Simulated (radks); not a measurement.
Values are calculated unless marked as measured or tabulated.
Q: Re+, configuration [Xe] 4f14 5d(up 2.5, down 2.5) 6s(up 0.5, down 0.5) (fractional occupations, a model configuration). Level of theory: non-relativistic Kohn-Sham, r2SCAN, spin-polarised, spherical densities, point nucleus; meta-GGA in the generalised Kohn-Sham scheme; relativity is left out, which matters for an element this heavy (a radial shooting solver on a logarithmic mesh with Libxc functionals). Some entries of the table are withheld. Estimate them.

orbital,occ.,eigenvalue (eV),r(max) (bohr)
1s,2,-65651.25,0.01340
2s,2,-10856.91,0.07294
2p,6,-10408.16,0.05666
3s,2,-2506.328,0.2000
3p,6,-2297.837,0.1885
3d,10,-1909.932,0.1489
4s,2,-520.2052,0.4494
4p,6,-431.7136,0.4501
4d,10,(1),(2)
5s,2,-78.9932,(3)
4f,14,-60.0893,0.4121
5p,6,-52.8587,(4)
5d,5,-14.1033,1.386
6s,1,-10.8648,2.764

A: 
(1) 4d eigenvalue (eV): -270.6158
(2) 4d r(max) (bohr): 0.4462
(3) 5s r(max) (bohr): 1.027
(4) 5p r(max) (bohr): 1.102
